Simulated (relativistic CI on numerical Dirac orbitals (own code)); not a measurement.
**Level scheme of K7+**

Method of calculation: Dirac-Coulomb-Breit CI, orbitals from a KLI potential per configuration, model QED, valence Slater integrals scaled by 0.9, configuration energies shifted to the measured levels that pair with them (semi-empirical) (own radial code, finite nucleus).

Configurations in the expansion (outside the closed core [Ne]): 3s², 3s3p, 3p², 3s3d, 3p3d, 3s4s, 3s4p, 3d², 3s4d, 3p4s, 3s4f, 3p4p, 3s5s, 3s5p, 3s5d, 3s5f, 3s6s, 3s6p, 3s6d, 3s7p, 3d4s, 4s², 3s5g. Levels of other configurations are missing.

```csv
No.,Configuration,Term,J,E (cm⁻¹),%,Next component (%),jj configuration (%)
41,3s4d,³D,1,770360,97,3 3p4p ³D,3s 4d3/2 (97)
42,3s4d,³D,2,770443,97,3 3p4p ³D,3s 4d3/2 (58)
43,3s4d,³D,3,770567,97,3 3p4p ³D,3s 4d5/2 (97)
44,3s4d,¹D,2,772902,87,8 3d² ¹D,3s 4d5/2 (53)
45,3p4s,³P°,0,794830,99,1 3s4p ³P°,3p1/2 4s (99)
46,3p4s,³P°,1,795812,97,2 ¹P°,3p1/2 4s (78)
47,3p4s,³P°,2,798464,99,1 3s4p ³P°,3p3/2 4s (99)
48,3s4f,³F°,2,801671,100,,3s 4f5/2 (100)
49,3s4f,³F°,3,801683,100,,3s 4f5/2 (57)
50,3s4f,³F°,4,801701,100,,3s 4f7/2 (100)
51,3d²,¹S,0,804474,94,4 3p4p ¹S,3d5/2^2 (57)
52,3p4s,¹P°,1,808043,92,5 3s4p ¹P°,3p3/2 4s (74)
53,3s4f,¹F°,3,810514,98,2 3p3d ¹F°,3s 4f7/2 (56)
54,3p4p,¹P,1,844662,88,11 ³D,3p1/2 4p1/2 (55)
55,3p4p,³D,1,849189,85,10 ¹P,3p1/2 4p1/2 (40)
56,3p4p,³D,2,850185,95,3 3s4d ³D,3p1/2 4p3/2 (57)
57,3p4p,³D,3,852656,96,3 3s4d ³D,3p3/2 4p3/2 (96)
58,3p4p,³P,0,856090,99,1 ¹S,3p1/2 4p1/2 (73)
59,3p4p,³P,1,856803,85,13 ³S,3p1/2 4p3/2 (63)
60,3p4p,³P,2,858617,98,1 ¹D,3p3/2 4p3/2 (56)
61,3p4p,³S,1,859252,81,14 ³P,3p3/2 4p1/2 (54)
62,3p4p,¹D,2,867849,92,3 3s4d ¹D,3p3/2 4p3/2 (42)
63,3s5s,¹S,0,877265,51,46 3p4p ¹S,3s 5s (51)
64,3s5s,³S,1,885074,96,4 3p4p ³S,3s 5s (96)
65,3s5s,¹S,0,902088,49,48 3p4p ¹S,3s 5s (49)
66,3s5p,³P°,0,908863,100,,3s 5p1/2 (100)
67,3s5p,³P°,1,909030,100,,3s 5p1/2 (73)
68,3s5p,³P°,2,909422,100,,3s 5p3/2 (100)
69,3s5p,¹P°,1,912950,98,1 3p4s ¹P°,3s 5p3/2 (72)
70,3s5d,³D,1,948467,100,,3s 5d3/2 (100)
71,3s5d,³D,2,948487,100,,3s 5d3/2 (63)
72,3s5d,³D,3,948520,100,,3s 5d5/2 (100)
73,3s5d,¹D,2,948992,98,2 3d4s ¹D,3s 5d5/2 (62)
74,3s5f,³F°,2,962636,100,,3s 5f5/2 (100)
75,3s5f,³F°,3,962641,100,,3s 5f5/2 (57)
76,3s5f,³F°,4,962650,100,,3s 5f7/2 (100)
77,3s5f,¹F°,3,966546,100,,3s 5f7/2 (57)
78,3s5g‡,³G,3,968910,100,,3s 5g7/2 (100)
79,3s5g‡,³G,4,968912,100,,3s 5g7/2 (57)
80,3s5g‡,³G,5,968917,100,,3s 5g9/2 (100)
81,3s5g‡,¹G,4,969351,100,,3s 5g9/2 (57)
82,3s6s,³S,1,1007471,100,,3s 6s (100)
83,3s6s,¹S,0,1010573,99,,3s 6s (99)
84,3d4s‡,³D,1,1013813,99,1 3p4p ³D,3d3/2 4s (99)
85,3d4s‡,³D,2,1013904,99,1 3p4p ³D,3d3/2 4s (61)
```

Energies count from the lowest computed level; ° marks odd parity. Filled j subshells are mostly left out of the jj labels. ‡ marks configurations that were not tied to measured data.

The mean weight of the leading LS term, summed over parents, in these 45 levels is 95 %, and that of the leading jj configuration (from the same eigenvectors) 76 %, so LS coupling describes them better.

Configurations whose levels could be paired with our table of measured levels were shifted onto them, all but the ground configuration, by the median error of their levels; single terms can still be off by 1,000 to 2,000 cm⁻¹ or more, and rates follow the energies as ν³ (E1, M1) or ν⁵ (E2). The others borrow a shift and can be off by several thousand cm⁻¹ or more. 68 of the 69 excited levels that our extract of the measured tables holds in this range could be paired (the sources list more); they are missed by 479 cm⁻¹ on average and 6666 at most, after the shifts were fitted to these levels, and levels without a partner can miss by more.
